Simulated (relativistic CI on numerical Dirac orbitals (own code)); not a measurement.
# Pt⁶⁺: 4f photoemission

Computed with this model: Dirac-Coulomb-Breit CI, separate exchange-only KLI orbitals for each configuration, QED by a radiative potential, multiplet model of photoemission in the sudden approximation, unscaled Slater integrals; configurations [Xe] 4f14 5d4 → [Xe] 4f13 5d4; 80 K; Lorentzian 0.25 eV and Gaussian 0.5 eV FWHM. Energies are those of the free ion, without screening or charge transfer. The energies are binding energies and can lie tens of eV above those of solids. S is read from ⟨S²⟩ = S(S + 1).

free ion: ground-state S = 1.69, centroid 169.95 eV. Peaks (eV, height): 168.0 (100), 170.6 (23), 172.7 (30).

Strongest unbroadened transitions for free ion:

```csv
Energy (eV),Relative strength
167.95,100.0
168.89,3.8
170.24,6.8
170.53,2.5
170.69,16.3
171.33,5.9
172.02,12.2
172.44,10.5
172.63,4.9
172.79,14.1
173.06,4.3
173.20,3.7
173.32,3.4
173.88,0.5
173.95,0.5
174.61,1.0
175.03,1.0
175.61,0.9
```
